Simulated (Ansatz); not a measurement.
A nudged elastic band was laid between two geometries of C3H5B (9 atoms, charge 0, multiplicity 1).

All numbers below come from RKS B3LYP/def2-SVP in Ansatz.

```
movable images  : 5
climbing image  : yes
spring          : 5.0 eV/Å²
optimiser       : quadratic models (default)
start path      : through a guess of the saddle point
force threshold : 0.05 eV/Å
iteration limit : 60
end points      : relaxed
```

Initial state:

```xyz
9
Properties=species:S:1:pos:R:3
B -0.592 1.307 -0.863
C 0.096 0.099 -0.269
C 1.078 -0.737 -0.025
C -0.067 -0.948 0.877
H -0.740 1.422 -2.056
H -1.030 2.157 -0.126
H 2.139 -0.937 -0.173
H -0.780 -1.763 0.683
H -0.015 -0.647 1.936
```

Final state:

```xyz
9
Properties=species:S:1:pos:R:3
B -0.658 1.012 -0.788
C -0.279 -0.380 -0.259
C 1.145 -0.639 0.306
C 0.228 -0.552 1.198
H -1.484 1.150 -1.662
H -0.122 1.996 -0.329
H 2.169 -0.794 -0.018
H -0.781 -1.262 -0.689
H -0.128 -0.578 2.224
```

Task: What changes between the two ends?

Result: Bonds broken: C4–H8. Bonds formed: C2–H8.

Task: Give the energies along the band, and the barrier.

Result: It converged. The highest image is number 2 of 0 to 6, 225.7 kJ/mol above the first end and 193.7 kJ/mol above the last; the last end lies 32.0 kJ/mol above the first. Neighbouring images differ by up to 1.9 eV, so the band resolves the path poorly. A vibrational analysis at the climbing image gives one clearly imaginary mode, 996i cm⁻¹: a first-order saddle point. The orbitals stay closed-shell, which can raise the energy where a bond breaks towards radicals; this wasn't checked here.

```csv
image,path coordinate (Å),energy (kJ/mol),C4–H8 (Å),C2–H8 (Å)
0,0.00,0.0,1.10,2.27
1,2.37,46.0,1.09,2.74
2,4.72,225.7,1.52,1.22
3,5.59,113.8,2.06,1.10
4,6.45,62.7,2.25,1.11
5,7.31,41.9,2.26,1.10
6,8.17,32.0,2.25,1.10
```

Task: What is the geometry of the highest image?

Result: 
```xyz
9
Properties=species:S:1:pos:R:3
B -0.646 1.184 -0.908
C -0.211 -0.126 -0.332
C 0.916 -0.824 0.051
C 0.215 -1.261 1.156
H -0.264 1.465 -2.020
H -1.435 1.891 -0.332
H 1.975 -0.718 -0.193
H -0.992 -0.726 0.395
H 0.530 -0.932 2.166
```

The band took 55 iterations and about 9 core-minutes.

Time of the run: 8.5 min on 1 thread of Arm Neoverse V2, on a shared host, peak memory 0.25 GiB.
